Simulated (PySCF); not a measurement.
C₄H₈O, SMILES C1CCOC1.

Coordinates come from a PBE0-D3(BJ)/def2-SVP optimisation. Other conformers were not sampled.

Two levels are set side by side: PBE/def2-TZVP (PySCF) and CAM-B3LYP/def2-TZVP (PySCF). Same geometry, gas phase. Differences are taken from unrounded values.

```
quantity                     CAM-B3LYP    PBE  PBE minus CAM-B3LYP
---------------------------  ---------  -----  -------------------
orbital gap (eV)                 10.41   5.82                -4.59
highest occupied level (eV)      -8.49  -5.46                 3.03
lowest empty level (eV)           1.92   0.36                -1.56
dipole moment (D)                 1.80   1.65                -0.15
mean polarisability (bohr³)       49.7   52.0                  2.2
```

Without exact exchange PBE keeps part of each electron's self-repulsion, which lifts occupied levels and narrows the gap. Loosely held outer electrons make PBE densities more polarisable. Differences between two approximate levels are no errors against the true value.

Rough cost on one machine, each run with all the roots and properties that it gave: CAM-B3LYP against PBE within a factor of 2.
